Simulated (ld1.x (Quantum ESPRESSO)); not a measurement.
**Scattering properties, TM potential for ruthenium (Ru)**

- Element: Ru
- Generator: ld1.x (Quantum ESPRESSO) 7.5
- Type: norm-conserving Troullier–Martins (Kleinman–Bylander form)
- Functional: PBEsol
- Relativity: scalar-relativistic
- Frozen core: [Ar] 3d10 4s2
- Valence charge: 14
- Reference configuration: 4p6 4d6 5s2 5p0
- Partial waves: 5s (bound): rc 2.90 bohr; 4d (bound): rc 1.12 bohr; 4p (bound): rc 1.30 bohr
- Local potential: the p channel
- Core correction: a·sin(br)/r model core inside 1.30 bohr

The phase is arctan(r·u′/u) with u = r·R(r), unwrapped; energies in Ry, scanned from -6 to 5 Ry. A pole is an energy at which the radial function vanishes at the test radius. The pseudo phase is shifted by a multiple of π to meet the all-electron one at the reference energy, and phase errors are pseudo minus all-electron; the curves can meet again beyond the range given. Levels narrower than the energy grid can be missing from the lists of poles. Where the grid stepped over a known ghost or core level, its pole and its step of π were put in at the level’s energy.

```
channel  radius (bohr)  reference energy (Ry)  poles, all-electron  poles, pseudo  unbroken range about the reference energy with phases within 0.05 rad  phase error 1 Ry above the reference energy (rad)
      s           3.15                  -0.38          -5.85, 0.76    -2.11, 0.76                                                            -2.1 to 2.6                                             +0.001
      p           3.15                  -3.64          -3.63, 1.67    -3.63, 1.63                                                              below 3.6                                             -0.000
      d           3.15                  -0.56          -0.43, 3.43    -0.43, 3.39                                                        the whole range                                             -0.001
```

Note: ghost state, extra bound levels that the all-electron valence spectrum of the same l lacks: s at -28.8 eV. A true bound ghost makes a file unfit for plane-wave use.

Phases in the p channel:

```
E (Ry)  all-electron  pseudo
 -6.00         1.436   1.436
 -5.48         1.429   1.429
 -4.96         1.420   1.420
 -4.44         1.409   1.409
 -3.92         1.391   1.391
 -3.40        -1.743  -1.743
 -2.88        -1.769  -1.769
 -2.36        -1.796  -1.796
 -1.84        -1.833  -1.833
 -1.32        -1.895  -1.895
 -0.80        -2.020  -2.022
 -0.28        -2.408  -2.418
  0.24        -3.828  -3.855
  0.76        -4.466  -4.476
  1.28        -4.642  -4.648
  1.80        -4.731  -4.737
  2.32        -4.798  -4.806
  2.84        -4.870  -4.883
  3.36        -4.978  -5.008
  3.88        -5.237  -5.357
  4.40        -6.376  -6.788
  4.92        -7.402  -7.495
```
